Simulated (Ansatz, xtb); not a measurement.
## Group exchange: C3H8 + HOI → C3H7I + H2O

Species: C3H8 `CCC`, singlet; HOI (hypoiodous acid) `OI`, singlet; C3H7I (1-iodopropane) `CCCI`, singlet; H2O (water) `O`, singlet. The partners trade H for I: C–H and O–I bonds give way to C–I and O–H.

Shapes, held fixed at every level: PBE0-D4/def2-TZVP. Flexible molecules stand in one conformer, not always the lowest. Programs: Ansatz 0.2.0, xtb 6.7.1. Electronic energies: no zero-point or thermal term.

```tsv
level	kind	ΔE (kJ/mol)	less CCSD(T)/def2-TZVPP	CPU time (sum over the molecules)
GFN0-xTB	semi-empirical	-36.0	+79.0	0.15 s
HF/def2-TZVPP	Hartree–Fock	-109.2	+5.8	–
r2SCAN-D4/def2-TZVPP	meta-GGA	-104.9	+10.1	26 s
B3LYP-D4/def2-TZVPP	global hybrid	-99.6	+15.4	22 s
PBE0-D4/def2-TZVPP	global hybrid	-110.4	+4.6	15 s
B2PLYP/def2-TZVPP	double hybrid	-102.5	+12.5	29 s
CCSD/def2-TZVPP	coupled cluster or CI	-114.6	+0.4	–
CCSD(T)/def2-TZVPP	coupled cluster or CI	-115.0	0.0	7.7 min
```

The highest level, CCSD(T)/def2-TZVPP, gives ΔE = -115.0 kJ/mol; the levels span -115.0 to -36.0. GFN0-xTB strays far from the other rows. The column of differences is taken from that level and isn't an error. No measured value is set beside it here. For atoms past krypton def2 sets carry core potentials with scalar relativity. Correlated rows may include outer-core shells of I, which these sets cover unevenly. Times are processor times on shared x86 and Arm servers, and rough.
